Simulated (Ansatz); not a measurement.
`C=CBCl` + H₂O → `OBCl` + `C=C` at 600 K and 1 bar (formal hydrolysis of a B–C bond).

Isolated molecules relaxed with PBE0-D4/def2-TZVP in Ansatz; ΔE leaves out vibrations. CBS: MP2 limit from def2 TZ/QZ plus the TZ coupled-cluster correction, frozen cores. This one scheme is used for every species. Each species was taken in one conformer, which may not be the lowest.

```
 species  CCSD(T)/CBS energy (Eh)  H − E (kJ/mol)  S (J/(mol·K))
`C=CBCl`               -563.09944           192.2          362.4
     H₂O                -76.37941            76.8          212.8
  `OBCl`               -561.03999           107.2          308.7
   `C=C`                -78.48111           161.6          257.2
```

H − E and S are ideal-gas, rigid-rotor, harmonic terms from PBE0-D4/def2-TZVP, for one conformer and one mirror image of each species. 1 Eh = 2625.50 kJ/mol, R = 8.31446 J/(mol·K).

Task: By hand: ΔE, ΔH, ΔS and ΔG.

Result: ΔE = (-561.03999) + (-78.48111) − (-563.09944) − (-76.37941) = -0.04225 Eh = -110.9 kJ/mol. Δ(H − E) = 107.2 + 161.6 − 192.2 − 76.8 = -0.2, so ΔH = -111.1 kJ/mol. ΔS = 308.7 + 257.2 − 362.4 − 212.8 = -9.3 J/(mol·K). ΔG = -111.1 − 600 × (-9.3)/1000 = -105.5 kJ/mol.

Task: By hand: the equilibrium constant, and the temperature at which ΔG would vanish if ΔH and ΔS stayed fixed.

Result: log₁₀ K = −ΔG/(RT ln 10) = 9.2. ΔG = 0 at ΔH/ΔS = 11946 K, far beyond where these terms or the molecules hold.

The number of gas molecules stays the same, so ΔS is small and ΔH decides. A doubt of 5 kJ/mol in ΔE shifts log₁₀ K by 0.4 here. Other conformers and mirror images would add mixing entropy, several J/(mol·K) or more a flexible species. These are equilibria of isolated gas molecules and say nothing of rates. Largest T1 diagnostic: 0.012 (customary marks: 0.02 for closed shells, 0.045 for open ones).
